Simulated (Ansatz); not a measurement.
Ideal-gas functions of ClH$_{4}$N$_{2}$Y, SMILES `[NH2][Y]([NH2])[Cl]` at 400 K and 1 bar, from an Ansatz frequency run at PBE0-D4/def2-TZVP.

Molar mass 156.41 g/mol, point group C2v (symmetry number 2), electronic degeneracy 1, moments of inertia 113.539, 249.918, 363.456 u Å². Harmonic wavenumbers (cm⁻¹, unscaled): 55, 89, 120, 296, 313, 329, 377, 453, 526, 536, 574, 579, 1548, 1554, 3529, 3530, 3614, 3614.

Use S(trans) = R[1.5 ln M + 2.5 ln T − 1.1517]; rotational temperatures θ = 24.2544 K / I; S(rot) = R[ln(√π/σ · √(T³/θAθBθC)) + 1.5]; for each mode x = 1.438777 ν̃/T, S = R[x/(eˣ − 1) − ln(1 − e⁻ˣ)] and H = RT x/(eˣ − 1); 1 cm⁻¹ = 0.0119627 kJ/mol; R = 8.31446 J/(mol·K).

By hand: the entropy, in J/(mol·K).

Translation 178.0. Rotation: θ = 0.2136, 0.097, 0.0667 K, giving 113.6. Vibration, mode by mode: 21.80, 17.82, 15.36, 8.18, 7.75, 7.38, 6.39, 5.12, 4.15, 4.04, 3.62, 3.57, 0.21, 0.21, 0.00, 0.00, 0.00, 0.00, in all 105.6. Electronic 0.0. Sum 397.2 J/(mol·K).

By hand: H − E and G − E in kJ/mol, counted from the electronic energy.

Zero-point energy ½ × 21636 × 0.0119627 = 129.4; thermal vibration 21.1; translation, rotation and pV give 4 RT = 13.3. H − E = 163.8 kJ/mol, and G − E = 163.8 − 400 × 397.2/1000 = 4.9 kJ/mol.

Vibration gives 27 % of the entropy, 55.0 J/(mol·K) of it from the modes under 150 cm⁻¹: soft modes count most, and the harmonic formula is weakest for them. The sum counts one conformer and one mirror image; others add a mixing term.
